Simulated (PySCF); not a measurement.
**Calculated properties of `C=C[C@](C=O)(F)C[SiH3]`**

Compound: C5H9FOSi.
SMILES with atom numbers: `[CH2:1]=[CH:2][C@@:3]([F:4])([CH:5]=[O:6])[CH2:7][SiH3:8]` (hydrogens: H9, H10 on C1; H11 on C2; H12 on C5; H13, H14 on C7; H15, H16, H17 on Si8)

Structure used (GFN2-xTB), in Å, numbered top down from 1:
```
atom  x, y, z in Å
C1     2.4232    0.4122    0.0869
C2     1.3523   -0.0913   -0.4984
C3     0.2445   -0.8146    0.2314
F4     0.6698   -2.1343    0.4643
C5     0.0193   -0.1757    1.5765
O6    -0.6457    0.8109    1.7232
C7    -1.0484   -0.8103   -0.5550
Si8   -1.8196    0.9407   -0.6524
H9     2.5836    0.3622    1.1509
H10    3.1933    0.8979   -0.4879
H11    1.2259   -0.0363   -1.5706
H12    0.5065   -0.6881    2.4232
H13   -1.7474   -1.4955   -0.0741
H14   -0.8494   -1.2079   -1.5496
H15   -0.7770    1.9607   -0.7225
H16   -2.8141    1.1513    0.3905
H17   -2.5238    0.9302   -1.9462
```

Structural features include: aldehyde, C=C double bond, C–F bond, Si–H bond and C–Si bond.

**GFN2-xTB geometry**

```yaml
Point_group_of_the_GFN2-xTB_geometry: C1
Rotational_constants_A_B_C_of_the_GFN2-xTB_geometry: 2.282, 1.280, 1.240 GHz
```

**CAM-B3LYP/def2-SVPD ground state and vertical TDDFT (core frozen in the response) (PySCF)**

```yaml
Dipole_moment: 1.48 D
HOMO_energy: -9.32 eV
LUMO_energy: -0.43 eV
HOMO–LUMO_gap: 8.89 eV
Lowest_singlet_excitation: 4.23 eV (293 nm, f = 0.001)
Strongest_line_among_the_8_lowest_singlet_transitions: S6 at 7.42 eV (167 nm, f = 0.215)
Lowest_triplet_excitation_Tamm–Dancoff: 3.67 eV
Static_isotropic_polarisability: 87.7 au
Electronic_spatial_extent_⟨r²⟩_about_the_centre_of_nuclear_charge: 1153 bohr²
```

From PBE0/pcSseg-1 ground state and GIAO shieldings, non-relativistic (PySCF):

```yaml
Lowest_Hirshfeld_atomic_charge: -0.17 e on C7
Highest_Hirshfeld_atomic_charge: +0.29 e on Si8
13C_chemical_shifts_computed_TMS_as_zero_by_class: 219.0 (C5), 151.3 (C2), 132.8 (C1), 100.0 (C3), 20.9 (C7) ppm
1H_chemical_shifts_computed_TMS_as_zero_by_class: 10.61 (H12), 6.26 (H11), 5.92 (H10), 5.72 (H9), 4.00 (H15/H16/H17), 1.39 (H13), 1.31 (H14) ppm
Isotropic_shieldings_of_nuclei_other_than_C_and_H_by_class: -342 (O6), 320 (F4), 429 (Si8) ppm
Mayer_bond_orders_between_heavy_atoms: C1–C2 1.97, C2–C3 0.95, C3–F4 0.87, C3–C5 0.91, C5–O6 1.97, C3–C7 1.03, C7–Si8 0.86
```

Monoisotopic mass (most abundant isotopes): 132.0407 u.

The polarisability is 12.99 Å³ as a volume (1 au = 0.148185 Å³), or 1.25 au for each of the 70 electrons. S1 lies 4.66 eV below the HOMO–LUMO gap; its leading configuration is HOMO→LUMO, weight 0.79. The largest Löwdin shares of the LUMO are 0.39 on C5, 0.30 on O6, 0.06 on C3 and 0.06 on H12. No computed singlet falls in the visible range (750 to 380 nm, 1.65 to 3.26 eV); S1 lies 0.97 eV above its blue end. The 8 singlets span 4.23 to 7.75 eV, and their oscillator strengths add up to 0.39. With B = h/(8π²I), that is 505.379 GHz u Å² over I, the principal moments of inertia are 221.5, 394.9 and 407.7 u Å² (most abundant isotopes); the inertial defect Ic − Ia − Ib is -208.7 u Å² (zero for a rigid planar frame, negative otherwise). In atomic units the dipole is 0.58 e·bohr (1 au = 2.5417 D). The principal polarisabilities are 80.1, 81.4 and 101.4 au; their mean is the isotropic value.

One conformer (not necessarily the lowest) at the GFN2-xTB geometry, without solvent or vibrations. GFN2-xTB frequencies show an imaginary mode (57i cm⁻¹), so this geometry is no minimum at that level. NMR classes are plain means over equivalent atoms (diastereotopic ones count apart unless rotation or inversion swaps them), as if these changed places fast; in this geometry the members of some classes differ.

For the TDDFT job (CAM-B3LYP/def2-SVPD), the run took 2.1 min of wall time on Arm Neoverse N1, one thread, no GPU, shared host with 64 logical CPUs at a one-minute load of 59, and the process peaked at 1.2 GiB of memory.
